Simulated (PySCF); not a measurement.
## Correlation energy of Br¹⁷⁺ (bromine, charge +17)

[Ar], closed-shell 1S. All numbers are calculated (PySCF 2.14, the spin-free X2C one-electron Hamiltonian (Gaussian nucleus), in an even-tempered Gaussian basis (19 s from 1.5 bohr⁻², ratio 2.5; 12 p from 2 bohr⁻², ratio 2.5; 5 d from 11 bohr⁻², ratio 2.7; 4 f from 17 bohr⁻², ratio 2.7)). Frozen: 1s2; 16 electrons correlated; the 22 highest virtual orbitals of each spin left out.

```tsv
level	correlation energy (mhartree)
CCSD	-621.92
(T)	-2.56
CCSD(T)	-624.48
```

Diagnostics: T1 = 0.00090, D1 = 0.0021, largest double amplitude 0.024.

Is a single reference adequate?

Yes, within this model without spin-orbit coupling: T1 lies below 0.03 and no double amplitude reaches 0.07.

At this charge the one-electron X2C treatment keeps the bare 1/r₁₂, with no two-electron picture change or Breit term. The effect here is smaller than on the frozen 1s shell; and a scalar Hamiltonian misses the large spin-orbit splitting of the p shells, which matters for ns² → np² pairs.
